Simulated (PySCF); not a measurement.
## Electronic absorption of ZrICl3

ZrICl3 (singlet state).
Z-matrix (Å and degrees, PBE0-D3(BJ)/def2-SVP geometry), rows numbered from 1:
```
Zr
I   1  2.6829
Cl  1  2.3229  2  109.61
Cl  1  2.3174  2  109.27  3  -121.89
Cl  1  2.3142  2  108.35  3   120.61
```

Theory: TDDFT CAM-B3LYP/def2-SVPD, vertical, gas phase, core orbitals frozen in the response, def2 core potentials past Kr (PySCF 2.14.0, density-fitted response routines). Spin–orbit coupling is left out.

Question: Predict the UV-vis stick spectrum at this level.

Answer: 

```tsv
state	E (eV)	ν̃ (cm⁻¹)	f	main configurations (H = HOMO, L = LUMO)
S1	4.42	35630	0.0000	H-1/H→L (≥61%), H-1/H→L+1 (≥27%)
S2	4.52	36450	0.0032	H-1/H→L (≥50%), H-1/H→L+1 (≥39%)
S3	4.52	36470	0.0032	H-1/H→L+1 (≥61%), H-1/H→L (≥30%)
S4	4.98	40190	0.095	H-1/H→L+1 (≥45%), H-1/H→L (≥32%)
S5	5.22	42100	0.0025	H-1/H→L+2 (98%)
S6	5.22	42130	0.0024	H-1/H→L+2 (98%)
S7	5.42	43690	0.0002	H-2→L (68%), H-1/H→L+3 (≥21%)
S8	5.44	43860	0.0003	H-2→L+1 (56%), H-1/H→L+3 (≥19%), H-1/H→L+4 (≥11%)
S9	5.45	43950	0.0005	H-1/H→L+3 (≥37%), H-1/H→L+4 (≥17%), H-2→L+1 (16%)
```

Triplets, Tamm–Dancoff:

```csv
state,E (eV),λ (nm),"main configurations (H = HOMO, L = LUMO)"
T1,4.16,298.3,"H-1/H→L (≥57%), H-1/H→L+1 (≥28%)"
T2,4.28,289.9,"H-1/H→L (≥56%), H-1/H→L+1 (≥33%)"
T3,4.28,289.6,"H-1/H→L+1 (≥57%), H-1/H→L (≥31%)"
```

The lowest singlet comes at 281 nm (426 kJ/mol) in the ultraviolet; it is dark (f under 0.0005); its leading configuration is HOMO-1/HOMO→LUMO (≥61%). The strongest level in the table is S4 at 4.98 eV (249 nm, f = 0.095). S2/S3, S5/S6 and S8/S9 lie within about 0.01 eV of each other in each set. For S1 the Löwdin share of zirconium is 7% in HOMO and 70% in LUMO (ligand-to-metal charge transfer by this measure); for S4 the Löwdin share of zirconium is 7% in HOMO and 70% in LUMO+1 (ligand-to-metal charge transfer by this measure). Orbital energies (eV): HOMO-3 -11.11, HOMO-2 -10.90, HOMO-1 -9.64, HOMO -9.64, LUMO -1.89, LUMO+1 -1.86, LUMO+2 -1.28. Of the 9 states listed, 1 reaches f = 0.01 and 4 stay under 0.0005. No computed singlet lies in the visible range (380 to 750 nm); the lowest, at 281 nm, stands 1.15 eV above its violet end (3.26 eV). The vertical ionisation energy (ΔSCF) is 10.47 eV, 5.02 eV above S9. Orbitals of the list HOMO-3 to LUMO+2 that lie within 0.01 eV of each other are written together with a slash and their weights summed (≥ marks a lower bound); for degenerate orbitals outside that list single weights are arbitrary. Only the lowest 10 singlets were computed, as vertical energies without vibronic structure. The highest level found (5.53 eV, f 0.0048 so far) is left out, since the window may have cut off a degenerate partner.
